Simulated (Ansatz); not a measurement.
Geometry optimisation, RKS BLYP/def2-SVP in Ansatz.

Input:

```yaml
crystal:
  periodic: [false, false, false]
  atoms:
    - { symbol: B, position_ang: [-0.228251, 0.609385, -0.396758] }
    - { symbol: "N", position_ang: [-0.154234, -0.167966, 2.229769] }
    - { symbol: H, position_ang: [-0.820813, -0.716274, 2.792805] }
    - { symbol: H, position_ang: [0.746502, -0.154339, 2.729424] }
    - { symbol: H, position_ang: [0.945716, 0.322782, -0.46558] }
    - { symbol: Cl, position_ang: [-1.402554, -0.473526, -1.180493] }
    - { symbol: P, position_ang: [-0.777827, 2.380011, 0.091869] }
    - { symbol: H, position_ang: [-2.015808, 2.121065, 0.78047] }
    - { symbol: H, position_ang: [0.034277, 2.636175, 1.252144] }
    - { symbol: H, position_ang: [-0.498207, 0.817086, 2.19305] }
basis:
  gaussian: { orbitals: def2-SVP }
hamiltonian:
  xc: blyp
relax:
  f_tol: 0.03
  max_steps: 50
```

Command:

```bash
$ ansatz run input.yaml --threads 2 --pin off --max-ram 3072MiB --backend cpu --events-out ev --progress --plain --runs-dir out
```

Question: Where does it end, and by what steps?

Answer: The run converged. The force dipped under the threshold on the way, but the program's further checks kept it going. After 17 steps the energy has fallen by 0.917 eV; H3 moved furthest, 1.15 Å. Joined: B1–N2 (2.74 → 1.65 Å).

```
step  energy less start (eV)  largest force component (eV/Å)  accepted
   0                  0.0000                           0.696       yes
   1                 -0.0777                           0.826       yes
   2                 -0.1279                           1.752       yes
   3                 -0.2647                           0.942       yes
   4                 -0.4987                           1.262       yes
   5                 -0.7378                           1.100       yes
   6                 -0.8130                           0.659       yes
   7                 -0.8419                           0.145       yes
   8                 -0.8509                           0.153       yes
   9                 -0.8735                           0.187       yes
  10                 -0.8760                           0.735       yes
  11                 -0.9127                           0.085       yes
  12                 -0.9159                           0.037       yes
  13                 -0.9139                           0.090        no
  14                 -0.9163                           0.015       yes
  15                 -0.9165                           0.056       yes
  16                 -0.9164                           0.053        no
  17                 -0.9167                           0.015       yes
```

```xyz
10
Properties=species:S:1:pos:R:3
B -0.257 0.438 0.247
N -0.262 0.005 1.840
H -0.097 -1.011 1.949
H 0.462 0.514 2.373
H 0.859 0.154 -0.161
Cl -1.594 -0.646 -0.508
P -0.645 2.381 0.036
H -1.759 2.462 0.958
H 0.302 2.861 1.024
H -1.179 0.215 2.270
```

Run time: 37 s on 2 threads of Arm Neoverse V1, with other jobs on the host, peak memory 0.15 GiB.
